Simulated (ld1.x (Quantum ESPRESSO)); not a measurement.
## Pd (Z = 46): excitation energies, all-electron against TM

```json
{"Element": "palladium (Pd)", "Generator": "ld1.x (Quantum ESPRESSO) 7.5", "Type": "norm-conserving Troullier–Martins (Kleinman–Bylander form)", "Functional": "revPBE", "Relativity": "fully relativistic", "Frozen core": "[Ar] 3d10 4s2", "Valence charge": "16", "Reference configuration": "4p6 4d10 5s0 5p0", "Partial waves": "5s (bound, empty): rc 2.85 bohr; 4p (bound): rc 1.45 bohr; 4d (bound): rc 1.20 bohr", "Local potential": "the d channel", "Core correction": "none"}
```

Open shells are filled in proportion to 2j + 1 (rel_dist='average').

Energies are relative to the spin-unpolarised reference configuration 4p6 4d10 5s0 5p0; without spin polarisation the order of configurations can differ from experiment. The d channel is local and has no spin–orbit splitting in the pseudo-atom.

Question: Give the all-electron excitation energy and the error of the potential for: 4p6 4d9 5s0 5p0; 4p6 4d8 5s0 5p0; 4p6 4d7 5s0 5p0; 4p5 4d10 5s0 5p0; 4p6 4d9 5s1 5p0; 4p6 4d9.5 5s0 5p0; 4p6 4d9 5s0 5p1.

Answer:

| valence configuration | charge | ΔE all-electron (eV) | error AE − PS (meV) |
| --- | --- | --- | --- |
| 4p6 4d9 5s0 5p0 | +1 | 9.026 | +1.0 |
| 4p6 4d8 5s0 5p0 | +2 | 29.757 | -1.0 |
| 4p6 4d7 5s0 5p0 | +3 | 64.035 | -11 |
| 4p5 4d10 5s0 5p0 | +1 | 57.178 | -24 |
| 4p6 4d9 5s1 5p0 | 0 | 1.545 | -4.7 |
| 4p6 4d9.5 5s0 5p0 | +0.5 | 3.190 | +0.9 |
| 4p6 4d9 5s0 5p1 | 0 | 5.236 | +19 |

Levels in the configuration 4p6 4d7 5s0 5p0:

```csv
level,all-electron (eV),pseudo (eV)
4p j=1/2,-94.490,-94.535
4p j=3/2,-89.914,-89.958
4d j=3/2,-41.901,-41.572
4d j=5/2,-41.326,-41.572
```

These tests converged, but a pseudo level misses the all-electron one widely, so the file describes the atom poorly there or has found another state: 4p6 4d7 5s0 5p0: empty 5s by 4.3 eV (a node warning on the way). ld1.x printed “convergence not achieved” for 1 of the counted tests; its residual had stalled under 1e-8, short of the target of 1e-14.

Note: ghost state, extra bound levels that the all-electron valence spectrum of the same l lacks: s at -125.0 eV. A true bound ghost makes a file unfit for plane-wave use.
